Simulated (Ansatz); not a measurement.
TaSi₇ (the lowest doublet isomer of a short search) was relaxed with PBE-D4 (def2-SVP) in Ansatz in these states: neutral doublet, neutral quartet. The geometries follow in no particular order.

In the def2 sets Ta takes a core potential; there is no spin–orbit coupling.

A:

```xyz
8

Ta   -1.437    0.557    2.108
Si   -0.451   -1.691    2.301
Si   -0.055   -0.395   -1.594
Si    1.716    0.244   -2.943
Si   -1.704   -0.963    0.047
Si    0.740   -0.320    0.831
Si    1.881    1.086   -0.656
Si   -0.690    1.483   -0.094
```

B:

```xyz
8

Ta   -2.610   -0.252    0.718
Si   -2.106    0.108   -1.675
Si    1.333    0.720    0.137
Si    3.447   -0.106   -0.109
Si   -0.835    1.618   -0.320
Si   -0.423   -0.951   -0.200
Si    1.812   -1.687   -0.469
Si   -0.619    0.550    1.917
```

Question: Judge from the bond lengths which geometry belongs to which state (an estimate).

Answer: A is the neutral quartet (Si2–Si5 2.680 Å, Ta1–Si5 2.575 Å, Ta1–Si6 2.671 Å); B is the neutral doublet (Si2–Si5 2.394 Å, Ta1–Si5 2.779 Å, Ta1–Si6 2.472 Å).
